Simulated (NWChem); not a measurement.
C₂H₅BF₂O; SMILES C[C@H](O)B(F)F

```xyz
11

C     -1.1983    -1.3438     0.4664
C     -0.0819    -0.7251    -0.3748
O      1.1587    -1.3562    -0.1758
B      0.0659     0.8126    -0.0707
F     -0.9770     1.6119    -0.2291
F      1.1848     1.3661     0.3393
H     -0.9433    -1.3114     1.5370
H     -1.3537    -2.4006     0.1921
H     -2.1536    -0.8183     0.3180
H     -0.3966    -0.7808    -1.4424
H      1.0581    -2.2905    -0.3860
```
Atoms are numbered in this order, from 1.

All runs: NWChem. Medium grid unless said otherwise, to which SCAN and Minnesota functionals are sensitive. Structure relaxed at the PBE0/def2-SVP level. B3LYP is NWChem's, with the RPA form of VWN correlation. Total energies of different functionals are on different scales.

| level | energy (Ha) | highest occupied level (eV) | orbital gap (eV) | dipole (D) |
|---|---|---|---|---|
| PBE/def2-TZVP | -378.8426 | … | 5.63 | 2.65 |
| B3LYP/def2-TZVP | -379.2719 | -7.98 | 7.77 | 2.79 |
| PW6B95/def2-TZVP | -379.6912 | -8.39 | 8.44 | 2.81 |
| r2SCAN/def2-TZVP | -379.0792 | -6.90 | 6.45 | 2.74 |
| BLYP/def2-TZVP | -379.1795 | -6.46 | 5.63 | 2.65 |
| CAM-B3LYP/def2-TZVP | -379.1381 | -9.73 | 10.78 | 2.86 |

Question: What belongs in the gaps?

Answer: 
- PBE/def2-TZVP, highest occupied level (eV): -6.53
